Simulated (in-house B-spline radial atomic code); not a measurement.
Settings and results of a run for the sulfur ion S⁶⁺ (an excited or competing configuration). All numbers are computed (non-relativistic M06-2X, spin-polarised, spherical fractional occupations, exact exchange averaged over the configuration; point nucleus) with an all-electron radial atomic-structure program (B-spline basis), not measured.

Command:
```bash
python run_scf.py task.json out
```
Settings:
```
Z                16
configuration    [He] 2s1 2p6 3s1
hamiltonian      nr
method           m062x
spin_polarised   True
exact_exchange   averaged over the configuration
```

Output (hartree, bohr):
```
 radial grid: 42 intervals, B-splines of order 8, outer radius 10.2985 bohr

 iter        energy (Eh)    residual
    1        -379.648767    5.37e-02
    2        -379.653254    1.94e-03
    3        -379.653268    8.96e-04
    4        -379.653271    4.40e-04
    5        -379.653272    5.94e-05
    6        -379.653272    1.20e-05
    7        -379.653272    1.96e-06
    8        -379.653272    1.53e-07

 total energy                      -379.65327
 kinetic                             379.3101
 electron-nucleus                   -858.4778
 Hartree                             121.3494
 exact exchange                      -11.4370
 exchange-correlation                -10.3981

 orbital      occ     eigenvalue          <r>       <r^2>       <1/r>     <1/r^2>       r_max
 1s up      1.000       -95.1846    0.0972182   0.0127022     15.5692     489.747     0.06358
 1s down    1.000       -95.0038    0.0973922   0.0127536     15.5484     488.708     0.06364
 2s up      1.000       -12.9246     0.465058     0.25549      3.1482      40.892      0.3823
 2p up      3.000       -10.9038     0.422803    0.220783     3.05854      12.979      0.3187
 2p down    3.000       -10.7041     0.424464     0.22289     3.05263     12.9557      0.3176
 3s up      1.000        -3.9526      1.31693     1.96223     1.05553     6.73841        1.21
```

Time taken, with all properties: 0.15 s on 1 thread of Arm Neoverse N1, with other jobs on the host.
